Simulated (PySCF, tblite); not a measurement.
Calculations on `C#CBOC/C=C/C#C`, in the order of a workflow; each names the level of the geometry that it ran on. Settings lines and outputs come from a driver script.

C7H7BO.
Numbering: `[CH:1]#[C:2][BH:3][O:4][CH2:5]/[CH:6]=[CH:7]/[C:8]#[CH:9]` (hydrogens: H10 on C1; H11 on B3; H12, H13 on C5; H14 on C6; H15 on C7; H16 on C9)

Step 1: GFN2-xTB geometry optimisation, gas phase (tblite 0.8.0) (from a force-field or distance-geometry start)
```json
{"job": {"kind": "relax", "xc": "GFN2-xTB", "basis": "xTB"}, "charge": 0, "multiplicity": 1}
```
```
step      E/eV     max force
  0    -644.24249    2.360
  1    -644.39470    3.049
  2    -644.41139    3.012
...
183    -645.48522    0.023
184    -645.48526    0.025
185    -645.48528    0.018
186    -645.48530    0.015
187    -645.48531    0.009
```

Energy lowered by 28.7 kcal/mol over 187 steps; largest atomic force 0.009 eV/Å at the end. «max force» is the largest atomic force in eV/Å.

Hardware: one thread of an Arm Neoverse V1, shared host with 32 logical CPUs at a one-minute load of 12. Cost: 1.2 s.

Step 2: GFN2-xTB harmonic vibrations, gas phase (tblite 0.8.0) (on the GFN2-xTB geometry)
```json
{"job": {"kind": "ir", "xc": "GFN2-xTB", "basis": "xTB"}, "charge": 0, "multiplicity": 1}
```
```
(table of modes left out)
```

42 modes from 20 to 3397 cm⁻¹ (unscaled, harmonic); zero-point energy 71.2 kcal/mol; all wavenumbers are real at this level.

On one thread of an Arm Neoverse V1, no GPU (shared host), this took 0.5 s of wall time.

Step 3: TDDFT CAM-B3LYP/def2-SVPD, vertical, gas phase, core orbitals frozen in the response (PySCF 2.14.0, density-fitted response routines) (on the GFN2-xTB geometry)
```json
{"job": {"kind": "uv", "xc": "CAM-B3LYP", "basis": "def2-SVPD", "nstates": 8, "ntriplets": 3}, "charge": 0, "multiplicity": 1}
```
```
...
Static polarisability (au): isotropic 100.276, principal 72.912 93.827 134.088
Singlet excitations
state   eV       nm        f      main configurations
  1   5.1762    239.5   0.00012   H-2->L 0.80, H-2->L+1 0.11
  2   5.5064    225.2   0.00418   H-1->L+1 0.74, H-1->L 0.17
  3   5.6100    221.0   0.42181   H->L+1 0.58, H->L 0.26
  4   5.9842    207.2   0.02629   H->L 0.28, H-3->L 0.25, H->L+1 0.18
  5   6.1026    203.2   0.02001   H-3->L 0.34, H->L 0.25, H-4->L 0.09
  6   6.3255    196.0   0.00121   H->L+7 0.39, H->L+4 0.25
  7   6.7312    184.2   0.00285   H-4->L 0.54, H->L 0.13, H-6->L 0.11
  8   6.8835    180.1   0.00062   H-3->L+3 0.47, H-3->L+6 0.12, H-3->L+1 0.09
Triplet excitations (Tamm-Dancoff, eV): 3.4694 4.6226 4.8040
```

HOMO -8.47 eV, LUMO -0.28 eV; lowest singlet 5.18 eV; lowest triplet 3.47 eV (Tamm–Dancoff); mean polarisability 100.3 au.

The run took 58 s wall on one thread of an Arm Neoverse V1, shared host with 32 logical CPUs at a one-minute load of 13, and the process peaked at 1.1 GiB of memory.

Geometry of the electronic-property runs (GFN2-xTB):
```
atom  x, y, z in Å
C1     2.7082    1.5269    1.5959
C2     2.6145    0.9120    0.5656
B3     2.4518    0.1170   -0.7298
O4     1.4759   -0.7630   -0.9361
C5     0.4474   -1.0470   -0.0088
C6    -0.6596   -0.0446   -0.1104
C7    -1.9390   -0.3610   -0.2943
C8    -2.9683    0.5983   -0.3757
C9    -3.8597    1.3999   -0.4475
H10    2.8118    2.0750    2.4883
H11    3.2113    0.2461   -1.6160
H12    0.0817   -2.0553   -0.2326
H13    0.8526   -1.0277    1.0144
H14   -0.3499    0.9891   -0.0322
H15   -2.2529   -1.3944   -0.3814
H16   -4.6335    2.1052   -0.5108
```

 (This holds for the electronic-property runs.)

One conformer stands for the species.
